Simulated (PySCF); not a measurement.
Electronic structure of Zn²⁺ (zinc, charge +2) at the UHF level

Configuration: [Ar] 3d10, closed-shell 1S. All numbers are calculated (PySCF 2.14, no relativity, point nucleus, in def2-SVP (5s3p2d1f, 31 functions)).

```json
{
 "Total energy": "-1776.681259 hartree",
 "One-electron energy": "-2461.5986 hartree",
 "Hartree (Coulomb) energy": "754.2454 hartree",
 "Exchange energy": "-69.3281 hartree",
 "Kinetic energy": "1776.54507 hartree",
 "⟨S²⟩": "0.0000",
 "⟨L²⟩": "0.000",
 "Sum of ⟨r⟩": "16.05 bohr",
 "Sum of ⟨r²⟩": "14.69 bohr²",
 "Density at the nucleus (Gaussians lack the cusp)": "17300 bohr⁻³",
 "Langevin diamagnetic susceptibility": "-11.6 ×10⁻⁶ cm³/mol",
 "Time after the integrals": "0.08 s of wall time on 1 thread of Neoverse-V1 (shared host)"
}
```

```json
{"shell": "1s", "electrons": "2", "mean orbital energy (eV)": "-9633.5", "rms radius, mean of both spins (bohr)": "0.0592"}
{"shell": "2s", "electrons": "2", "mean orbital energy (eV)": "-1226.8", "rms radius, mean of both spins (bohr)": "0.248"}
{"shell": "2p", "electrons": "6", "mean orbital energy (eV)": "-1079.3", "rms radius, mean of both spins (bohr)": "0.221"}
{"shell": "3s", "electrons": "2", "mean orbital energy (eV)": "-173.51", "rms radius, mean of both spins (bohr)": "0.743"}
{"shell": "3p", "electrons": "6", "mean orbital energy (eV)": "-124.85", "rms radius, mean of both spins (bohr)": "0.782"}
{"shell": "3d", "electrons": "10", "mean orbital energy (eV)": "-41.623", "rms radius, mean of both spins (bohr)": "0.974"}
```
